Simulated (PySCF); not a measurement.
Input for PySCF:
```python
from pyscf import gto, scf, mcscf
import numpy

mol = gto.M(
    atom='''
Si   -2.365822   -0.963465    0.390539
N    -0.966805   -0.247080   -0.366780
C    -1.257457    0.712444   -1.423279
Si    0.628915   -0.298876    0.286197
Cl    1.946014   -0.280550   -1.234931
Cl    0.996647    1.293243    1.469334
H    -3.119744    0.053816    1.130699
H    -1.858269   -1.999410    1.281442
H    -3.175435   -1.502993   -0.702836
H    -0.407771    0.810491   -2.097472
H    -2.116824    0.374091   -1.999842
H    -1.487696    1.698401   -1.011194
H     0.769584   -1.522490    1.047166
''',
    basis='sto-3g',
    charge=0,
    spin=0,
    verbose=4,
)

mf = scf.RHF(mol)
mf.kernel()
mc = mcscf.CASSCF(mf, 4, 4)
mc.fix_spin_(ss=0.0)
mc = mc.state_average_([0.5, 0.5])
mc.kernel()
```

What does this run give for the SCF-reference dipole moment, SCF-reference HOMO-LUMO gap, SCF-reference HOMO energy, number of basis functions, SCF-reference Mulliken (on the basis functions themselves) charges in atom order, nuclear repulsion energy?


The SCF-reference dipole moment is 3.57 D. The SCF-reference HOMO-LUMO gap is 16.82 eV. The SCF-reference HOMO energy is -8.29 eV. The number of basis functions is 53. The SCF-reference Mulliken (on the basis functions themselves) charges in atom order is Si1 0.82, N2 -0.64, C3 -0.10, Si4 1.07, Cl5 -0.37, Cl6 -0.38, H7 -0.16, H8 -0.16, H9 -0.15, H10 0.07, H11 0.06, H12 0.05, H13 -0.12 and the nuclear repulsion energy is 543.5619 Eh.
